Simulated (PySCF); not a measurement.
A side-by-side comparison of computed properties.

First species: C6H6N2O.
Numbering: `[N:1]#[C:2][C@@H:3]1[CH:4]=[CH:5][C@H:6]1[NH:7][CH:8]=[O:9]` (hydrogens: H10 on C3; H11 on C4; H12 on C5; H13 on C6; H14 on N7; H15 on C8)

Second species: C6H12S.
Structure used (GFN2-xTB), in Å, numbered top down from 1:
```
atom  x, y, z in Å
C1    -1.822   -0.953    0.761
C2    -0.896    0.156    0.270
C3    -1.519    0.895   -0.914
C4     0.449   -0.426   -0.135
C5     1.592    0.560   -0.406
C6     2.641   -0.156    0.442
S7     1.389   -1.231    1.236
H8    -1.352   -1.497    1.578
H9    -2.761   -0.536    1.116
H10   -2.034   -1.653   -0.044
H11   -0.732    0.865    1.089
H12   -2.482    1.311   -0.631
H13   -1.672    0.211   -1.746
H14   -0.878    1.707   -1.251
H15    0.323   -1.154   -0.940
H16    1.858    0.666   -1.458
H17    1.363    1.546   -0.002
H18    3.179    0.458    1.160
H19    3.343   -0.759   -0.131
```

Levels: CAM-B3LYP/def2-SVPD for dipole moment, HOMO energy, LUMO energy, HOMO–LUMO gap, static isotropic polarisability and electronic spatial extent ⟨r²⟩ about the centre of nuclear charge; TDDFT CAM-B3LYP/def2-SVPD for lowest singlet excitation; TDA CAM-B3LYP/def2-SVPD for lowest triplet excitation (Tamm–Dancoff); GFN2-xTB for rotational constant A and rotational constant C. Geometries: GFN2-xTB. All species are isolated and taken at one optimised geometry, non-relativistic unless stated; the electronic structure was computed with PySCF and density fitting.

Dipoles, sizes and rotational constants follow the conformer. The torsions of the flexible species, by atom-mapped SMILES:
- `[N:1]#[C:2][C@@H:3]1[CH:4]=[CH:5][C@H:6]1[NH:7][CH:8]=[O:9]`: C5–C6–N7–C8 -136°, C6–N7–C8–O9 0°
- `[CH3:1][CH:2]([CH3:3])[C@H:4]1[CH2:5][CH2:6][S:7]1`: C1–C2–C4–C5 -169°

```tsv
property	column X	column Y
dipole moment	6.78 D	2.00 D
HOMO energy	-9.32 eV	-7.58 eV
LUMO energy	0.23 eV	0.97 eV
HOMO–LUMO gap	9.55 eV	8.55 eV
lowest singlet excitation	5.73 eV	4.64 eV
lowest triplet excitation (Tamm–Dancoff)	4.40 eV	4.17 eV
static isotropic polarisability	81.0 au	89.7 au
electronic spatial extent ⟨r²⟩ about the centre of nuclear charge	1263 bohr²	1058 bohr²
rotational constant A	2.642 GHz	3.704 GHz
rotational constant C	0.892 GHz	1.190 GHz
```

(1) Which column belongs to which species?

(2) How does each property change from the first species to the second?

Answers

(1) Column X is the first species and column Y the second. The first has 15 atoms and 64 electrons, the second 19 and 64.

(2) dipole moment -4.78 D; HOMO energy +1.74 eV; LUMO energy +0.74 eV; HOMO–LUMO gap -1.00 eV; lowest singlet excitation -1.09 eV; lowest triplet excitation (Tamm–Dancoff) -0.23 eV; static isotropic polarisability +8.7 au; electronic spatial extent ⟨r²⟩ about the centre of nuclear charge -205 bohr²; rotational constant A +1.062 GHz; rotational constant C +0.298 GHz.

On the first: In atomic units the dipole is 2.67 e·bohr (1 au = 2.5417 D).

On the second: In atomic units the dipole is 0.79 e·bohr (1 au = 2.5417 D). A dipole of 2.00 D is allowed in C1, and pure rotational transitions are dipole-allowed.
